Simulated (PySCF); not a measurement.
Gas-phase reaction: 3 S8 = 4 S6

Computed with PySCF (xtb for GFN2) and rigid-rotor harmonic-oscillator thermochemistry at 1 bar. † marks an energy on the PBE0/def2-TZVP geometry and frequencies; other levels use their own. 6-31G* has spherical d functions here. All species are closed-shell singlets. B3LYP is the form with VWN-RPA correlation.

```json
[
 {"level": "B3LYP/def2-TZVP†", "ΔH°(298 K), kJ": "___"},
 {"level": "GFN2-xTB", "ΔH°(298 K), kJ": "122"},
 {"level": "HF/6-31G*", "ΔH°(298 K), kJ": "90"},
 {"level": "HF/def2-TZVP†", "ΔH°(298 K), kJ": "70"},
 {"level": "PBE/def2-TZVP†", "ΔH°(298 K), kJ": "___"},
 {"level": "LDA/def2-TZVP†", "ΔH°(298 K), kJ": "___"}
]
```

**Question.** Some entries are withheld; supply them.

**Answer.** 
- B3LYP/def2-TZVP†, ΔH°(298 K), kJ: 141
- PBE/def2-TZVP†, ΔH°(298 K), kJ: 166
- LDA/def2-TZVP†, ΔH°(298 K), kJ: 172
